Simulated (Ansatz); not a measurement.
Cost and result for the atomization energy of `C[NH2+][InH3-]` (11 atoms, 10 bonds).

```xyz
11

C    -1.073   -0.414    0.912
N     0.196    0.289    0.706
In    0.969    0.199   -1.539
H    -0.949   -1.459    0.627
H    -1.425   -0.366    1.946
H    -1.829    0.022    0.258
H     0.921   -0.103    1.296
H     0.109    1.266    0.961
H     1.082   -1.533   -1.623
H    -0.421    0.974   -2.238
H     2.420    1.125   -1.308
```

The species carries charge 0 and has multiplicity 1. Correlated methods include outer-core shells of In, which these sets cover unevenly. In: def2 effective core potential. All single points use the PBE0-D4/def2-TZVP geometry. Program: Ansatz. All runs use 4 threads of an Arm Neoverse V1 on a shared host. Times are those of one run each, without the atoms' runs, and a repeat can differ threefold. Electronic energies, without spin–orbit coupling; frozen cores. CCSD(T)/CBS adds CCSD(T) − MP2 in def2-TZVPP to the MP2 limit, and its time is that of the two runs behind it. T1 = 0.012. With those shells the extrapolation isn't a true limit.

CCSD(T)/CBS is a level of theory with its own doubt, some kJ/mol a heavy atom from the limit and from the frozen cores, so smaller differences don't rank the functionals.

```tsv
level	functions	atomization (kJ/mol)	difference from CCSD(T)/CBS	per bond
BLYP-D4/def2-TZVPP	224	3236.7	-36.9	-3.7
CCSD(T)/def2-SVP	94	3092.7	-180.9	-18.1
ωB97X-V/def2-TZVPP	224	3281.9	8.3	0.8
MP2/def2-QZVPP	436	3205.7	-67.9	-6.8
LDA (SPW92)/def2-TZVPP	224	3686.5	412.9	41.3
PBE-QIDH/def2-TZVPP	224	3214.7	-58.9	-5.9
CCSD(T)/CBS(def2)	–	3273.6	0.0	0.0
B97M-V/def2-TZVPP	224	3282.5	8.9	0.9
BHLYP-D4/def2-TZVPP	224	3197.5	-76.1	-7.6
CCSD(T)/def2-TZVPP	224	3196.6	-77.0	-7.7
revPBE-D4/def2-TZVPP	224	3200.7	-72.9	-7.3
r2SCAN-D4/def2-TZVPP (with forces)	224	3246.0	-27.6	-2.8
r2SCANh-D4/def2-TZVPP	224	3234.0	-39.6	-4.0
```

(1) Order the runs by time, with rough figures. (Best estimate.)

## Answers

(1) Ansatz gave: LDA (SPW92)/def2-TZVPP 1 s; revPBE-D4/def2-TZVPP 1.6 s; BLYP-D4/def2-TZVPP 1.8 s; BHLYP-D4/def2-TZVPP 2.3 s; CCSD(T)/def2-SVP 3.4 s; r2SCAN-D4/def2-TZVPP (with forces) 3.7 s; r2SCANh-D4/def2-TZVPP 3.8 s; PBE-QIDH/def2-TZVPP 4.4 s; ωB97X-V/def2-TZVPP 6.5 s; B97M-V/def2-TZVPP 8 s; MP2/def2-QZVPP 15 s; CCSD(T)/def2-TZVPP 91 s; CCSD(T)/CBS(def2) 110 s.

From r2SCAN to r2SCAN0 (25 % exact exchange), in def2-TZVPP and without D4, the atomization energy moves by −29.5 kJ/mol: exact exchange takes away binding that semilocal exchange gives to molecules. The D4 term adds +28.2 kJ/mol with B3LYP and +14.8 kJ/mol with PBE0; it sums over pairs of atoms, weighted by their polarisabilities, and B3LYP, whose exchange is more repulsive, gets the larger term. In def2-TZVPP, CCSD(T) changes the Hartree–Fock value by +848.1 kJ/mol (the triples alone add +33.7 kJ/mol) and MP2 by +811.6 kJ/mol; breaking electron pairs costs correlation energy, which Hartree–Fock lacks.

B3LYP here is the variant with VWN-RPA as its local correlation; programs differ in this.

Spin–orbit coupling would lower the free In atoms strongly, and the atomization energy with them, by more than many differences here.
